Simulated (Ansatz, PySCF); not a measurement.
Stretching the C3–H4 bond in CH4Be (SMILES [BeH][CH3]) (multiplicity 1 held, fragments rigid). Energies count from the point at 1.095 Å.
Geometry at that point (charge 0, multiplicity 1):
| atom | x (Å) | y (Å) | z (Å) |
|---|---|---|---|
| Be | -0.9385 | -0.4948 | -0.1342 |
| H | -2.1072 | -1.1109 | -0.3012 |
| C | 0.5312 | 0.2800 | 0.0759 |
| H | 1.0155 | -0.0062 | 1.0158 |
| H | 0.4218 | 1.3697 | 0.0949 |
| H | 1.2371 | 0.0463 | -0.7283 |

R- and RO- levels are restricted; in cc, def2 and unpolarised 6-31G sets they are followed outwards from rest. Unrestricted levels (U-) break spin symmetry where that is lower. Active spaces are followed from a long bond inwards. Curves can end on different states.

Cores are frozen in the correlated methods. Rows in 3-21G, 6-31G* carry no dispersion term and start afresh at each structure (6-31G* with six Cartesian d functions).

The values were computed with Ansatz (a quantum-chemistry and plane-wave program); PySCF for 3-21G rows, 6-31G* rows. Each number belongs to the level named beside it.

Energies in kcal/mol.

```tsv
R (Å)	R-HF/3-21G	U-HF/cc-pVTZ	R-PBE/cc-pVTZ	U-PBE/cc-pVTZ	R-B3LYP/6-31G*	FIC-MRCISD+Q on CASSCF(2,2)/cc-pVTZ
0.876	29.0	27.4	29.2	29.2	29.7	28.2
0.986	5.5	5.1	6.1	6.1	6.0	5.5
1.095	0.0	0.0	0.0	0.0	0.0	0.0
1.205	4.2	4.3	3.1	3.1	3.4	3.7
1.314	13.3	13.6	10.9	10.9	11.7	12.1
1.479	31.0	31.6	26.5	26.5	27.8	28.2
1.643	50.3	50.7	43.1	43.1	44.9	45.0
1.917	81.6	71.9	68.3	68.3	71.3	69.2
2.191	109.2	80.2	88.9	88.9	93.2	86.9
2.519	137.0	84.0	107.5	102.4	113.6	99.8
2.957	166.1	85.5	124.2	108.2	132.8	107.6
3.505	192.5	85.9	136.2	110.1	147.8	110.4
```

Doubts at one or more of the structures used: a restricted determinant that unrestricted orbitals would lower (R-HF/3-21G, R-PBE/cc-pVTZ, R-B3LYP/6-31G*); a spin-contaminated determinant (U-HF/cc-pVTZ, U-PBE/cc-pVTZ).
